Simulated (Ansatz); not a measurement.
The same path of ClGaH2O + H4Si (10 atoms, charge 0, multiplicity 1) was run twice with different band settings. Lost on the way: Si6–H10. Made: Ga1–Si6, O2–H10.

Method: RKS PBE0-D4/def2-SVP (Ansatz).

Relaxed end points:

```xyz
10
Properties=species:S:1:pos:R:3
Ga 0.135 -0.352 0.324
O -0.460 -1.046 1.848
H -1.405 -0.931 1.991
H 1.574 -0.591 -0.188
Cl -1.409 0.530 -0.924
Si 0.112 2.970 1.076
H 0.887 3.840 2.007
H 0.180 3.489 -0.316
H -1.290 2.814 1.548
H 0.782 1.615 1.109
```

```xyz
10
Properties=species:S:1:pos:R:3
Ga 0.184 0.597 0.004
O 0.025 -0.375 1.919
H -0.844 -0.791 1.769
H 1.346 -0.214 -0.657
Cl -1.819 -0.275 -0.433
Si 0.087 2.910 0.665
H 0.751 3.074 2.004
H 0.791 3.819 -0.292
H -1.327 3.379 0.816
H -0.087 0.214 2.678
```

Common settings: movable images 7; climbing image yes; spring 5.0 eV/Å²; optimiser quadratic models (default); force threshold 0.05 eV/Å; iteration limit 60; end points relaxed.

| run | start path |
| --- | --- |
| 1 | through a guess of the saddle point |
| 2 | straight line |

Q: What does each run give, and how far can it be trusted?

A: Run 1: converged after 14 iterations, highest image 1.221 eV above the first end. A vibrational analysis at the climbing image gives one clearly imaginary mode, 1306i cm⁻¹: a first-order saddle point.
Run 2: converged after 14 iterations, highest image 1.219 eV above the first end. Another band between the same ends (7 images) ends at a top of the same energy, where a vibrational analysis finds 1 clearly imaginary mode.
The orbitals stay closed-shell, which can raise the energy where a bond breaks towards radicals; this wasn't checked here.
